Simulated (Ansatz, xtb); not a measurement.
**C4H7BSSi: which of two isomers lies lower**

We compare X, `Bc1ccc([SiH3])s1`, a singlet, with Y, `Bc1sccc1[SiH3]`, a singlet. Both are isolated molecules in the gas phase, relaxed with B3LYP-D3(BJ)/def2-SVP; the shapes shown needn't be the lowest conformers.

X (Å):

```yaml
atoms:
  - { symbol: C, position_ang: [-0.6779, 1.9660, -1.8248] }
  - { symbol: C, position_ang: [0.5494, 1.9950, -1.1625] }
  - { symbol: C, position_ang: [0.8869, 0.7819, -0.5226] }
  - { symbol: C, position_ang: [-0.0791, -0.2096, -0.6800] }
  - { symbol: B, position_ang: [-1.3646, 3.0696, -2.6158] }
  - { symbol: S, position_ang: [-1.3949, 0.3833, -1.6238] }
  - { symbol: Si, position_ang: [-0.0157, -1.9534, 0.0110] }
  - { symbol: H, position_ang: [-2.4373, 2.8872, -3.1359] }
  - { symbol: H, position_ang: [-0.8188, 4.1409, -2.7189] }
  - { symbol: H, position_ang: [1.1781, 2.8874, -1.1528] }
  - { symbol: H, position_ang: [1.8082, 0.6245, 0.0412] }
  - { symbol: H, position_ang: [-0.0840, -2.9563, -1.0898] }
  - { symbol: H, position_ang: [1.2712, -2.0979, 0.7472] }
  - { symbol: H, position_ang: [-1.1576, -2.1925, 0.9391] }
```

Y (Å):

```xyz
14

C    -0.3757    1.7092   -1.0712
C     2.1152    1.5034   -0.9828
C     1.4824    0.2729   -0.9899
C     0.0654    0.3764   -1.0400
B    -1.7921    2.2566   -1.1264
S     0.9982    2.7965   -1.0368
Si   -1.0904   -1.1125   -1.0616
H    -2.0012    3.4438   -1.1480
H    -2.7215    1.4868   -1.1490
H     3.1885    1.6909   -0.9481
H     2.0265   -0.6726   -0.9597
H    -0.2403   -2.3380   -1.0220
H    -1.9938   -1.1131    0.1226
H    -1.9170   -1.1379   -2.3004
```

Quicker runs give these differences E(Y) − E(X): GFN2-xTB +0.34 kJ/mol; HF/STO-3G +4.03 kJ/mol (at GFN2-xTB geometries); r2SCAN-D4/def2-SVP +6.18 kJ/mol (at GFN2-xTB geometries).

Problem. Estimate E(Y) − E(X) at the level CCSD(T)/def2-SVP + ΔMP2/def2-TZVPP.

Solution. Too close to call at this level: CCSD(T)/def2-SVP + ΔMP2/def2-TZVPP gives E(Y) − E(X) = +5.54 kJ/mol.

Level by level:

```
                             level               geometry  E(Y) − E(X) (kJ/mol)  departure from the last row (kJ/mol)  job, with rough time for the two
                          GFN2-xTB               GFN2-xTB                   +0.34                                 −5.20               optimisation, 0.6 s
                         HF/STO-3G               GFN2-xTB                   +4.03                                 −1.51               single point, 4.8 s
                r2SCAN-D4/def2-SVP               GFN2-xTB                   +6.18                                 +0.64                single point, 16 s
             B3LYP-D3(BJ)/def2-SVP  B3LYP-D3(BJ)/def2-SVP                   +5.67                                 +0.13             optimisation, 8.1 min
                       HF/def2-SVP  B3LYP-D3(BJ)/def2-SVP                  +11.27                                 +5.72           part of the CCSD(T) run
                      MP2/def2-SVP  B3LYP-D3(BJ)/def2-SVP                   +6.62                                 +1.07           part of the CCSD(T) run
                  CCSD(T)/def2-SVP  B3LYP-D3(BJ)/def2-SVP                   +6.18                                 +0.64                      single point
CCSD(T)/def2-SVP + ΔMP2/def2-TZVPP  B3LYP-D3(BJ)/def2-SVP                   +5.54                                                   single point, 3.4 min
```

As drawn, both hold the same kinds of bond in the same numbers.

GFN2-xTB finds them nearly level. The largest departure from CCSD(T)/def2-SVP + ΔMP2/def2-TZVPP is that of HF/def2-SVP, 5.72 kJ/mol. The last row adds to CCSD(T) the change of the MP2 difference between the two basis sets, here −0.64 kJ/mol.

With thermal terms from frequencies at re-optimised GFN2-xTB minima (ideal gas, soft modes damped towards free rotors, one conformer each, 298.15 K, 1 atm): on the last row, ΔE + ΔZPE = +5.69, ΔH = +5.14, ΔG = +6.78 kJ/mol.

The correlated steps freeze 15 core orbitals. Programs: Ansatz 0.2.0, xtb 6.7.1; the last row on 2 threads of Intel(R) Xeon(R) Processor @ 2.50GHz (Skylake/Cascade Lake) on a shared host.
